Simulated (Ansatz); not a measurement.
```yaml
crystal:
  periodic: [false, false, false]
  atoms:
    - {symbol: Al, position_ang: [0.889195, -1.714728, 0.025692]}
    - {symbol: Al, position_ang: [-1.942614, 2.292175, -1.203919]}
    - {symbol: Al, position_ang: [-1.605485, -0.590648, -2.130742]}
    - {symbol: Al, position_ang: [-2.039843, -0.459841, 0.261596]}
    - {symbol: Al, position_ang: [1.011245, -1.402719, 2.663913]}
    - {symbol: Al, position_ang: [0.498409, 1.108368, 0.299886]}
    - {symbol: Al, position_ang: [3.047588, -0.803452, 1.183509]}
    - {symbol: As, position_ang: [-3.683548, 0.459886, -0.982497]}
    - {symbol: As, position_ang: [-1.064259, -2.279786, -1.023453]}
    - {symbol: As, position_ang: [3.193942, -0.715769, 3.453350]}
    - {symbol: As, position_ang: [-0.203389, 1.541321, -2.696375]}
    - {symbol: As, position_ang: [0.263409, 3.011509, -1.087220]}
    - {symbol: As, position_ang: [2.285458, -0.405006, -0.922485]}
    - {symbol: As, position_ang: [-1.066288, 0.250599, 2.315147]}
basis:
  gaussian: {orbitals: pcseg-2, fitting: {mean_field: def2-universal-jkfit}}
hamiltonian: {xc: {name: PBE0}}
scf: {lower_state_search: full}
output: {forces: true}
```

```sh
$ ansatz run in.yaml --threads 2 --pin off --events-out ev --progress --plain --max-ram 32768MiB --backend cuda --devices 0, --max-vram 18GiB
```

It prints (some lines left out):

```
Functional definition: PBE0
2758 factors; integrals over basis functions are off by at most 7.3e-1 eV
mean field evaluation 1: about -472005.2144 eV, gradient 5.0e1 eV
mean field evaluation 2: about -472005.2191 eV, gradient 5.0e1 eV
mean field evaluation 4: about -472010.8000 eV, gradient 2.6e1 eV
mean field evaluation 8: about -472013.1347 eV, gradient 9.0e-1 eV
mean field evaluation 16: about -472013.1383 eV, gradient 1.4e-3 eV
mean field -472013.13834293 eV, -17346.1628921064 hartree, gradient 2.2e-5 eV, S^2 0.000000; 0 other end points of the search recorded, 0 dependent functions left out
reference -472013.13838636 eV, -17346.1628937022 hartree; 161, 161 occupied and 378, 378 virtual orbitals, 2758 factors
Total energy: -472013.13838636 eV, -17346.1628937022 hartree
Atom 0 at     0.889195    -1.714728     0.025692 Å, force    -1.889772    -2.303414     2.081709 eV/Å
Atom 1 at    -1.942614     2.292175    -1.203919 Å, force    -1.218688    -1.237732    -0.182042 eV/Å
Atom 2 at    -1.605485    -0.590648    -2.130742 Å, force    -0.796383     4.903735    -2.761959 eV/Å
Atom 3 at    -2.039843    -0.459841     0.261596 Å, force     0.511793    -0.866759     2.660847 eV/Å
Atom 4 at     1.011245    -1.402719     2.663913 Å, force    -0.482814     0.895590    -0.385652 eV/Å
Atom 5 at     0.498409     1.108368     0.299886 Å, force     0.199418    -0.458102     0.593626 eV/Å
Atom 6 at     3.047588    -0.803452     1.183509 Å, force     0.768390    -0.036225     0.759558 eV/Å
Atom 7 at    -3.683548     0.459886    -0.982497 Å, force    -0.319860     1.089931    -1.375684 eV/Å
Atom 8 at    -1.064259    -2.279786    -1.023453 Å, force    -0.313219    -4.830397     1.482149 eV/Å
Atom 9 at     3.193942    -0.715769     3.453350 Å, force    -0.483299    -0.190319     0.404795 eV/Å
Atom 10 at    -0.203389     1.541321    -2.696375 Å, force    -0.896300    -2.956815    -3.317760 eV/Å
Atom 11 at     0.263409     3.011509    -1.087220 Å, force     1.293440     3.030182     3.066860 eV/Å
Atom 12 at     2.285458    -0.405006    -0.922485 Å, force     2.350423     3.036669    -2.753151 eV/Å
Atom 13 at    -1.066288     0.250599     2.315147 Å, force     1.276871    -0.076344    -0.273298 eV/Å
Dipole moment:    -0.330119    -0.185497    -0.305781 e Å
```

Run time 12 s (2 threads of AMD EPYC 7R13 on a shared host and a share (18 GiB) of an NVIDIA H100 80GB HBM3), peak host memory 1.9 GiB.
